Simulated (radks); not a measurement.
Valence configurations of P II (all share [Ne]). Calculated with a radial shooting solver on a logarithmic mesh with Libxc functionals: scalar-relativistic Kohn-Sham, PBE, spin-unpolarised, spherical densities, point nucleus. Energies are relative to 3s2 3p2; eigenvalues in eV.

| valence | E (eV) | e(3p) | e(3s) |
|---|---|---|---|
| 3s2 3p2 | 0.000 | -14.215 | -23.287 |
| 3s1.5 3p2.5 | 4.548 | -14.518 | -23.639 |
| 3s1 3p3 | 9.120 | -14.811 | -23.978 |
| 3s0.5 3p3.5 | 13.715 | -15.094 | -24.306 |
| 3p4 | 18.332 | -15.369 | - |

NIST lists [Ne] 3s2 3p2 as the ground configuration; this level of theory agrees among the configurations tried. The energies are those of spherical spin-averaged densities, not of single terms.
